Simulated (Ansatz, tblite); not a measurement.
Species of one formula, P$_{4}$OsCl$_{2}$F$_{12}$ (singlet), each relaxed with PBE-D4/def2-SVP in Ansatz.

In the def2 sets Os takes a core potential; there is no spin–orbit coupling. The xTB rows come from tblite. Correlated methods freeze 42 core orbitals; core or outer-core shells of Os are correlated, in sets that lack core-valence functions. Single mean-field runs in def2-TZVP are fitted with def2-universal-jkfit.

Other spin states weren't relaxed.

A:

```xyz
19

Cl    2.391    0.065   -0.555
Cl   -2.391   -0.064    0.556
F    -0.520    2.020    2.696
F     1.237    2.824    1.229
F     1.651    0.938    2.722
F     0.712   -2.771   -1.682
F     0.327   -0.885   -3.182
F    -1.550   -2.076   -2.214
F    -0.706   -3.051    1.100
F    -0.303   -1.503    2.943
F     1.562   -2.479    1.739
F    -1.272    2.997   -0.640
F    -1.646    1.451   -2.490
F     0.508    2.534   -2.221
Os    0.000    0.000    0.000
P     0.563    1.450    1.676
P    -0.160   -1.439   -1.770
P     0.171   -1.765    1.444
P    -0.573    1.754   -1.351
```

B:

```xyz
19

Cl    1.0808    2.3964    0.9466
Cl   -2.2368    1.5522    0.6461
F    -2.4870   -1.8445    0.6061
F    -0.8548   -2.6055   -1.0127
F    -2.5095   -0.9574   -1.6549
F     2.0260   -2.0594    0.4575
F     3.1930   -0.0032   -0.0731
F     1.9709   -1.1718   -1.8073
F    -0.6805   -1.5343    2.8911
F    -0.6957    0.8308    3.4441
F     1.4138   -0.3107    3.0319
F    -0.8280    0.9322   -3.1139
F     1.3237    1.8549   -2.4636
F    -0.7326    3.0110   -1.8638
Os   -0.1177    0.4131    0.1682
P    -1.4807   -1.2334   -0.4690
P     1.7654   -0.6704   -0.2989
P    -0.0402   -0.1578    2.3986
P    -0.1100    1.5581   -1.8332
```

Q: Estimate their order by electronic energy at CAM-B3LYP-D4/def2-TZVP, counted from the lowest.

A: B (0.0) < A (47.1), in kJ/mol.

Q: Do the other levels pick the same lowest one?

A: Not GFN1-xTB, GFN2-xTB. Energies above each level's lowest (kJ/mol):

| level | A | B |
| --- | --- | --- |
| GFN1-xTB | 0.0 | 0.4 |
| GFN2-xTB | 0.0 | 21.8 |
| HF/def2-SVP | 24.1 | 0.0 |
| PBE-D4/def2-SVP | 49.7 | 0.0 |
| PBE-D4/def2-TZVP | 55.0 | 0.0 |
| r2SCAN-D4/def2-TZVP | 58.8 | 0.0 |
| PBE0-D4/def2-SVP | 49.0 | 0.0 |
| PBE0-D4/def2-TZVP | 53.8 | 0.0 |
| CAM-B3LYP-D4/def2-TZVP | 47.1 | 0.0 |
| RPA@PBE/def2-SVP | 44.8 | 0.0 |
| MP2/def2-SVP | 70.1 | 0.0 |
Point groups (tolerance 0.1 Å): A D2d, B not assigned. A and B have the same bonds, so they are conformers or stereoisomers.
